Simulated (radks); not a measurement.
Charge is removed step by step from the 5p3/2 level of Os, starting from [Kr] 4d10 4f14 5s2 5p(1/2: 2, 3/2: 4) 5d6 6s2. All-electron calculation, Dirac Kohn-Sham, LDA (Slater exchange, Perdew-Wang correlation), spin-unpolarised, spherical densities, finite nucleus; open shells fill j = l - 1/2 first; Fermi nuclear charge, rms radius 5.4126 fm. Program: a radial shooting solver on a logarithmic mesh with Libxc functionals.

removed (e)  E - E(0) (eV)  eigenvalue (eV)  E minus straight line (eV)
0                    0.000          -47.344                       0.000
0.25                12.198          -50.264                      -1.156
0.5                 25.144          -53.328                      -1.563
0.75                38.872          -56.520                      -1.188
1                   53.413          -59.825                       0.000

Removing the whole electron costs 53.413 eV by Delta-SCF, against 47.344 eV from minus the eigenvalue at the starting occupation. Slater's transition state (half an electron removed) gives 53.328 eV. Integrating minus the eigenvalue over the occupation (Janak's theorem) gives 53.413 eV. The mean slope of the eigenvalue, de/dn, is 12.5 eV per electron.
